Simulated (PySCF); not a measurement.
## CH5BOSi

The system: CH5BOSi, a carbene (divalent C1, bonded to 1 B + 1 O); neutral, triplet. The structure, one conformer, was relaxed in the gas phase by PBE0-D3(BJ)/def2-SVP. No frequency run checks that it is a minimum.

This triplet is an excited state: in a carbene with lone-pair donors on the centre (O) the singlet is known to lie well below it (the gap isn't computed here), so the molecule in its ground state shows no EPR spectrum.

SMILES: O[C]B[SiH3]

Coordinates in Å:
```
C1      0.864    0.371    1.522
O2      0.806   -0.844    1.949
B3      0.398    1.086    0.289
Si4    -0.549   -0.092   -1.050
H5      0.346   -1.425    1.306
H6      0.589    2.267    0.138
H7     -1.971    0.301   -1.303
H8      0.155   -0.187   -2.368
H9     -0.593   -1.500   -0.492
```

EPR values by unrestricted B3LYP, IGLO-III on B C O Si, pcH-1 on H.

(1) Predict g and the largest hyperfine couplings. Where does the spin sit?

(2) How do the isotropic couplings move with BHandHLYP?

## Answers

(1) g = 2.0019, 2.0028, 2.0033. The zero-field splitting dominates the spectrum: D = 0.39 cm⁻¹, |E| = 0.0052 cm⁻¹ (spin-spin and spin-orbit parts, DFT, rough). The spin sits on C1 (63 %, bonded to 1 B + 1 O) by Mulliken populations.
```csv
atom,isotope,isotropic (MHz),"dipolar, principal values (MHz)"
C1,13C,165.2,"-55.9, 3.7, 52.2"
O2,17O,-80.2,"-25.6, 9.3, 16.3"
H5,1H,76.8,"-7.1, -6.3, 13.4"
B3,11B,23.7,"-15.0, -0.6, 15.6"
Si4,29Si,-24.2,"-10.6, 5.0, 5.6"
H6,1H,8.0,"-7.3, -3.6, 10.9"
```

(2) C1 165.2 to 188.8 MHz, O2 -80.2 to -79.4 MHz, H5 76.8 to 73.1 MHz, B3 23.7 to 21.4 MHz.
